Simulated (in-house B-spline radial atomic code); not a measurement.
Values are calculated unless marked as measured or tabulated.
# Correlation energy from the adiabatic connection: −V exp(−r²/w²), V = 17.1, w = 1.01

Two electrons in a singlet, external potential −V exp(−r²/w²), V = 17.1, w = 1.01 (atomic units). Full CI in B-splines (partial waves to l = 8, correlation up to 0.6 % small) with the density held fixed gives W(λ) = <V_ee>_λ − U, and E_c is the integral of W(λ) − W(0) from 0 to 1.

| λ | W(λ) − W(0) (hartree) |
| --- | --- |
| 0 | 0.00000 |
| 0.02 | -0.00193 |
| 0.05 | -0.00480 |
| 0.12 | -0.01142 |
| 0.25 | -0.02336 |
| 0.4 | -0.03660 |
| 0.6 | -0.05343 |
| 0.8 | -0.06936 |
| 1 | -0.08447 |

Q: Integrate the table by the trapezoid rule.

A: The strips give -0.00002, -0.00010, -0.00057, -0.00226, -0.00450, -0.00900, -0.01228, -0.01538, which sum to -0.04411 hartree. The direct value, W(1) − W(0) + T_c with T_c = 0.04030, is -0.04417; the curve is convex, so chords lie above it and the trapezoids fall short in size by 0.12 %.

Q: Now use only three numbers: W(0) = -1.6364, the initial slope W'(0) = -0.09677 (extrapolated from the first points) and the strong-coupling limit of the point-charge-plus-continuum model, W∞ = -2.2654. What do second-order theory and the interpolation W(λ) = W∞ + (W(0) − W∞)/√(1 + 2χλ) of Seidl, Perdew and Levy give?

A: Second order keeps the slope alone: E_c = W'(0)/2 = -0.04838, +10 % in size against -0.04417. Matching the slope fixes χ = W'(0)/(W∞ − W(0)) = -0.09677/(-0.62900) = 0.15385. Integrating, with s = √(1 + 2χ) = 1.143545, E_c = −(W(0) − W∞)(s − 1)/(s + 1) = −0.62900 × 0.143545/2.143545 = -0.04212 hartree, -4.6 % in size against the full result. At λ = 1 the formula gives W − W(0) = -0.07896 against -0.08447. Part of the miss can come from the model's W∞.
